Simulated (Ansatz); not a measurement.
```yaml
crystal:
  periodic: [false, false, false]
  atoms:
    - {symbol: C, position_ang: [0.733678, 2.094893, -0.797554]}
    - {symbol: O, position_ang: [0.972206, 0.684797, -0.804143]}
    - {symbol: Al, position_ang: [-0.241172, -0.591628, 0.179753]}
    - {symbol: C, position_ang: [1.007497, -2.124609, 0.131576]}
    - {symbol: C, position_ang: [-1.809225, -0.595340, -1.016177]}
    - {symbol: C, position_ang: [-0.438379, 0.341790, 1.913838]}
    - {symbol: H, position_ang: [1.362134, 2.579364, -1.545771]}
    - {symbol: H, position_ang: [-0.313073, 2.230192, -1.060972]}
    - {symbol: H, position_ang: [0.916498, 2.515980, 0.192388]}
    - {symbol: H, position_ang: [1.896100, 0.490730, -0.617349]}
    - {symbol: H, position_ang: [1.252011, -2.443782, -0.887641]}
    - {symbol: H, position_ang: [0.565935, -2.995732, 0.628939]}
    - {symbol: H, position_ang: [1.953255, -1.932548, 0.653497]}
    - {symbol: H, position_ang: [-1.558529, -0.911616, -2.034134]}
    - {symbol: H, position_ang: [-2.572901, -1.291281, -0.650106]}
    - {symbol: H, position_ang: [-2.300431, 0.381814, -1.087693]}
    - {symbol: H, position_ang: [0.521216, 0.553025, 2.400573]}
    - {symbol: H, position_ang: [-0.984188, 1.289245, 1.839989]}
    - {symbol: H, position_ang: [-1.004630, -0.279894, 2.617291]}
basis:
  gaussian: {orbitals: cc-pVTZ}
hamiltonian: {xc: {name: PBE-QIDH}}
scf: {lower_state_search: off}
```

```sh
$ ansatz run in.yaml --threads 4 --pin off --events-out ev --progress --plain --max-ram 11315MiB
```

Shortened log:

```
Functional definition: PBE-QIDH
2051 factors; integrals over basis functions are off by at most 1.2e-3 eV
mean field evaluation 1: about -12974.8247 eV, gradient 6.1e1 eV
mean field evaluation 2: about -12974.9665 eV, gradient 6.1e1 eV
mean field evaluation 4: about -12983.0442 eV, gradient 3.8e0 eV
mean field evaluation 8: about -12983.0881 eV, gradient 2.5e-1 eV
mean field evaluation 16: about -12983.0883 eV, gradient 4.6e-5 eV
mean field -12983.08828702 eV, -477.1196942945 hartree, gradient 5.4e-6 eV, S^2 0.000000; 0 other end points of the search recorded, 0 dependent functions left out
10 core orbitals not correlated: weight in the atoms' cores, before any rotation towards them, 1.000 or more for the frozen orbitals, at most 0.000 for the correlated occupied ones
reference -12983.08830247 eV, -477.1196948623 hartree; 19, 19 occupied and 337, 337 virtual orbitals, 2051 factors
second order -32.41333374 eV of doubles, -0.00000000 eV of singles
Total energy: -12993.89274704 eV, -477.5167508771 hartree
Checks for a lower state left out: stability, starts, cluster_reference, orbital_swaps, neighbouring_geometries, increment
```

It took 2.8 s on 4 threads of an AMD EPYC 9R45 on a shared host, with 1.3 GiB of host memory at the peak.
